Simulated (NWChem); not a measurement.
System: AlH3SO2; SMILES [SH][Al]([OH])[OH]

NWChem input:

```
start job
memory heap 200 mb stack 900 mb global 1100 mb
geometry units angstroms noautosym nocenter noautoz
  Al     0.067362     0.458545     0.000000
  O     -1.201838     1.582197     0.000000
  H     -2.142206     1.402945     0.000000
  O      1.677144     0.989466     0.000000
  H      1.946240     1.909350     0.000000
  S     -0.258609    -1.693644     0.000000
  H      1.070836    -1.939440     0.000000
end
basis spherical
  * library pcsseg-1
end
dft
  xc kt2
  iterations 150
end
property
  shielding
end
task dft property
```

Output (shortened):

```
             Northwest Computational Chemistry Package (NWChem) 7.3.0
             --------------------------------------------------------

                             Geometry "geometry" -> ""
                             -------------------------

 Output coordinates in angstroms (scale by  1.889725989 to convert to a.u.)

  No.       Tag          Charge          X              Y              Z
 ---- ---------------- ---------- -------------- -------------- --------------
    1 Al                  13.0000     0.06736200     0.45854500     0.00000000
    2 O                    8.0000    -1.20183800     1.58219700     0.00000000
    3 H                    1.0000    -2.14220600     1.40294500     0.00000000
    4 O                    8.0000     1.67714400     0.98946600     0.00000000
    5 H                    1.0000     1.94624000     1.90935000     0.00000000
    6 S                   16.0000    -0.25860900    -1.69364400     0.00000000
    7 H                    1.0000     1.07083600    -1.93944000     0.00000000

 Effective nuclear repulsion energy (a.u.)     200.4553553636

                              NWChem Property Module
                              ----------------------

  itol2e modified to match energy
  convergence criterion.

                                 NWChem DFT Module
                                 -----------------

 Summary of "ao basis" -> "ao basis" (spherical)
 ------------------------------------------------------------------------------
       Tag                 Description            Shells   Functions and Types
 ---------------- ------------------------------  ------  ---------------------
 Al                         pcsseg-1                10       24   4s5p1d
 O                          pcsseg-1                 7       17   3s3p1d
 H                          pcsseg-1                 3        5   2s1p
 S                          pcsseg-1                10       24   4s5p1d

  itol2e modified to match energy
  convergence criterion.

[...]

          -----------------------------------------
          Chemical Shielding Tensors (GIAO, in ppm)
          -----------------------------------------

                                NWChem CPHF Module
                                ------------------

  scftype          =     RHF
  nclosed          =       24
  nopen            =        0
  variables        =     1752
  # of vectors     =        3
  tolerance        = 0.10D-03
  level shift      = 0.00D+00
  max iterations   =       50
  max subspace     =       30

 SCF residual:    7.6217336132017693E-005

Iterative solution of linear equations
  No. of variables     1752
  No. of equations        3
  Maximum subspace       30
        Iterations       50
       Convergence  1.0D-04

   iter   nsub   residual    time
   ----  ------  --------  ---------
     1      3    4.90D-05      21.5

      Atom:    1  Al
        Diamagnetic
    800.3918      0.1449      0.0000
      0.1449    801.9496      0.0000
      0.0000      0.0000    796.3332

        Paramagnetic
   -360.8421     -2.8743     -0.0000
     -2.8743   -321.4812     -0.0000
     -0.0000     -0.0000   -408.7209

        Total Shielding Tensor
    439.5497     -2.7293     -0.0000
     -2.7293    480.4684     -0.0000
     -0.0000     -0.0000    387.6123

           isotropic =     435.8768
          anisotropy =      67.1592

          Principal Components and Axis System
                 1           2           3
              480.6496    439.3685    387.6123

      1        -0.0663      0.9978      0.0000
      2         0.9978      0.0663      0.0000
      3        -0.0000     -0.0000      1.0000

      Atom:    2  O
        Diamagnetic
    407.8979    -10.1247      0.0000
    -10.1247    386.3543      0.0000
      0.0000      0.0000    372.6021

        Paramagnetic
   -138.8974    -31.2571      0.0000
    -31.2571    -71.7218     -0.0000
      0.0000     -0.0000    -88.5504

        Total Shielding Tensor
    269.0005    -41.3817      0.0000
    -41.3817    314.6326     -0.0000
      0.0000     -0.0000    284.0517

           isotropic =     289.2283
          anisotropy =      74.7646

          Principal Components and Axis System
                 1           2           3
              339.0713    284.0517    244.5617

      1        -0.5085     -0.0000      0.8611
      2         0.8611      0.0000      0.5085
      3        -0.0000      1.0000     -0.0000

      Atom:    3  H
        Diamagnetic
     46.7709     -0.2423      0.0000
     -0.2423     24.5567     -0.0000
      0.0000     -0.0000     20.7289

        Paramagnetic
     -5.0248     -1.4321     -0.0000
     -1.4321     -0.5070      0.0000
     -0.0000      0.0000      1.3645

        Total Shielding Tensor
     41.7461     -1.6744      0.0000
     -1.6744     24.0497      0.0000
      0.0000      0.0000     22.0934

           isotropic =      29.2964
          anisotropy =      18.9101

          Principal Components and Axis System
                 1           2           3
               41.9031     23.8926     22.0934

      1         0.9956      0.0934     -0.0000
      2        -0.0934      0.9956     -0.0000
      3        -0.0000      0.0000      1.0000

      Atom:    4  O
        Diamagnetic
    398.7515     14.6897     -0.0000
     14.6897    395.2390     -0.0000
     -0.0000     -0.0000    372.0518

        Paramagnetic
    -66.9469     24.3040     -0.0000
     24.3040    -96.0130     -0.0000
     -0.0000     -0.0000    -86.8340

[...]
```

Level: KT2/pcSseg-1, GIAO. All runs use the structure optimised with PBE0/def2-SVP. The printed shielding anisotropy is the first printed principal value minus the mean of the other two.
